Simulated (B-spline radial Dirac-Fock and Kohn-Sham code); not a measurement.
## Isotope-shift constants of the inner levels of Cr⁶⁺

System: the Cr⁶⁺ ion, [Ne] 3s2 3p6.

Level of theory: first-order field-shift and mass-shift constants from Dirac-Fock ground and hole states with a Fermi nucleus; the mass shift has no relativistic recoil terms; an atomic code on a B-spline grid. A binding energy shifts by δE = F·δ⟨r²⟩ + (K_N + K_S)·δ(1/M); F is taken for a change of radius at fixed skin thickness and so holds the higher radial moments.

| level | F (meV/fm²) | K_N (meV u) | K_S (meV u) |
| --- | --- | --- | --- |
| K (1s) | -2.383 | -3363 | 1300 |
| L1 (2s) | -0.2146 | -457.9 | -38.61 |
| L2 (2p1/2) | 0.02549 | -394.9 | 309.6 |
| L3 (2p3/2) | 0.02599 | -390.2 | 296.9 |
| M1 (3s) | -0.03372 | -108.2 | 1.407 |
| M2 (3p1/2) | 0.004529 | -87.95 | 55.73 |
| M3 (3p3/2) | 0.004616 | -87.25 | 53.33 |

Line shifts in meV from A = 52 (mass 51.9405 u, rms radius 3.6452 fm); radii from Angeli and Marinova (2013).

```csv
A,mass (u),radius (fm),Kα1,Kα2,Kβ1,Lβ3
50,49.9460,3.6588,?,?,?,?
53,52.9406,3.6511,+0.61,+0.62,+0.64,+0.16
54,53.9389,3.6885,+0.64,+0.65,+0.69,+0.26
```

Question: What are the shifts for A = 50?

Answer: Kα1 -1.75 meV (field -0.24, mass -1.51); Kα2 -1.76 meV (field -0.24, mass -1.52); Kβ1 -1.80 meV (field -0.24, mass -1.56); Lβ3 -0.38 meV (field -0.02, mass -0.36).

Values without a named source are computed, but for edge energies of neutral atoms, which are taken from tables.
